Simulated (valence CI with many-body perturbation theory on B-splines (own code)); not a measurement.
**Energy levels of Tm XLIX**

Level of theory: configuration interaction combined with many-body perturbation theory (CI+MBPT): three valence electrons over a frozen Dirac-Fock core [Ar], a basis of 9 s, 9 p, 10 d, 8 f, 5 g, 3 h, 1 i functions for each j, with the one-electron correlation potential Σ1, the two-electron term Σ2, the three-electron term Σ3, Breit, model QED; selected CI, second order for the rest (own B-spline code, finite nucleus).

No measured spectrum was set against this ion. As an estimate, large intervals hold to a few tenths of a per cent, small ones and those within an open d or f shell to about a per cent. Only levels of the ground parity were solved; by the run's estimate the other parity begins above the list, which can be wrong where configurations are misplaced.

Levels 1 to 19 of 19, with energies above the lowest level, (3d3/2^3) J=3/2. "Leading %" is the weight of the configuration and term that name the level; weights of strongly mixed levels are sums over their largest components and can fall short. In the jj column 3d3/2^4 stands for four electrons in 3d with j = 3/2. Lifetimes count E1, E2, E3, M1 and M2 decay at the calculated energies, and are blank where another channel may lead or the interval is too uncertain; long ones can be off by a factor of two.

```tsv
No.	Configuration	Term	J	E (cm⁻¹)	Leading %	Second component	Leading jj	Lifetime
1	3d3	4F	3/2	0	47	38 % 3d3 2D	3d3/2^3 (98 %)	
2	3d3	4F	5/2	366000	83	15 % 3d3 2D	3d3/2^2 3d5/2 (99 %)	834 ns
3	3d3	4P	3/2	414280	39	31 % 3d3 4F	3d3/2^2 3d5/2 (98 %)	1.01 μs
4	3d3	2G	7/2	439110	48	35 % 3d3 4F	3d3/2^2 3d5/2 (96 %)	186 μs
5	3d3	2H	9/2	441630	44	42 % 3d3 2G	3d3/2^2 3d5/2 (99 %)	
6	3d3	4P	1/2	452990	58	42 % 3d3 2P	3d3/2^2 3d5/2 (100 %)	2.71 μs
7	3d3	2D	5/2	618200	40	38 % 3d3 4P	3d3/2^2 3d5/2 (93 %)	6.35 μs
8	3d3	4F	7/2	798310	63	34 % 3d3 2G	3d3/2 3d5/2^2 (98 %)	448 ns
9	3d3	4F	9/2	830700	52	42 % 3d3 2H	3d3/2 3d5/2^2 (97 %)	767 ns
10	3d3	4P	3/2	868900	41	38 % 3d3 2D	3d3/2 3d5/2^2 (99 %)	365 ns
11	3d3	2P	1/2	890280	58	42 % 3d3 4P	3d3/2 3d5/2^2 (100 %)	574 ns
12	3d3	2H	11/2	902420	100		3d3/2 3d5/2^2 (100 %)	1.88 μs
13	3d3	2D	5/2	906840	45	32 % 3d3 4P	3d3/2 3d5/2^2 (93 %)	728 ns
14	3d3	2F	5/2	964230	43	40 % 3d3 2D	3d3/2 3d5/2^2 (97 %)	1.13 μs
15	3d3	2F	7/2	972670	81	17 % 3d3 2G	3d3/2 3d5/2^2 (98 %)	1.41 μs
16	3d3	2D	3/2	1112600	73	21 % 3d3 2P	3d3/2 3d5/2^2 (92 %)	678 ns
17	3d3	2G	9/2	1260900	51	35 % 3d3 4F	3d5/2^3 (98 %)	372 ns
18	3d3	2D	3/2	1367600	49	37 % 3d3 2P	3d5/2^3 (93 %)	353 ns
19	3d3	2D	5/2	1442000	60	23 % 3d3 2F	3d5/2^3 (96 %)	278 ns
```

The ionisation energy to 3d2 3F_2 of the next ion comes out as 4200.3 eV (NIST: 4199 ± 4 eV (theoretical)). All 19 levels together are meant to be complete up to 1499700 cm⁻¹.
